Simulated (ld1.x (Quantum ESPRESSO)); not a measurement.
**An all-electron radial function and its pseudo partner (Cd)**

Columns: radius, all-electron u(r) and pseudo u(r) of the 5p shell (level -1.33 eV) of cadmium in the configuration [Kr] 4d10 5s2 5p0; LDA (PZ), scalar-relativistic, TM scheme, ld1.x (Quantum ESPRESSO) 7.5.

| r (bohr) | all-electron | pseudo |
| --- | --- | --- |
| 0.175 | -0.0597 | -0.0035 |
| 0.350 | -0.0685 | -0.0138 |
| 0.525 | 0.1005 | -0.0309 |
| 0.700 | 0.1828 | -0.0544 |
| 0.875 | 0.1607 | -0.0838 |
| 1.050 | 0.0815 | -0.1186 |
| 1.225 | -0.0167 | -0.1580 |
| 1.400 | -0.1135 | -0.2009 |
| 1.575 | -0.2002 | -0.2460 |
| 1.750 | -0.2739 | -0.2918 |
| 1.925 | -0.3347 | -0.3365 |
| 2.100 | -0.3835 | -0.3780 |
| 2.275 | -0.4218 | -0.4147 |
| 2.450 | -0.4510 | -0.4453 |
| 2.625 | -0.4725 | -0.4690 |
| 2.800 | -0.4874 | -0.4858 |
| 2.975 | -0.4966 | -0.4961 |
| 3.150 | -0.5012 | -0.5011 |
| 3.325 | -0.5018 | -0.5017 |
| 3.500 | -0.4990 | -0.4990 |
| 3.675 | -0.4935 | -0.4935 |
| 3.850 | -0.4857 | -0.4857 |
| 4.025 | -0.4760 | -0.4760 |
| 4.200 | -0.4648 | -0.4648 |
| 4.375 | -0.4523 | -0.4523 |
| 4.550 | -0.4390 | -0.4390 |

(1) How many radial nodes do the two functions have?

(2) At about which radius was the pseudo-wave matched?

(3) Where does each function peak?

(4) Is the pseudo-wave norm-conserving?

Answers

(1) The all-electron 5p function has n − l − 1 = 3 (the table is too coarse to show those close to the nucleus); the pseudo-wave has 0, since the states of the same l below it are removed with the core.

(2) 3.50 bohr. The columns agree to 0.0005 from 3.15 bohr on; several derivatives are matched, so the curves merge somewhat inside the radius.

(3) Outermost all-electron maximum near 3.33 bohr, pseudo maximum near 3.33 bohr (to the table’s step).

(4) Yes: the TM scheme keeps the norm inside the radius equal to the all-electron one, which fixes the energy derivative of the logarithmic derivative at the level.
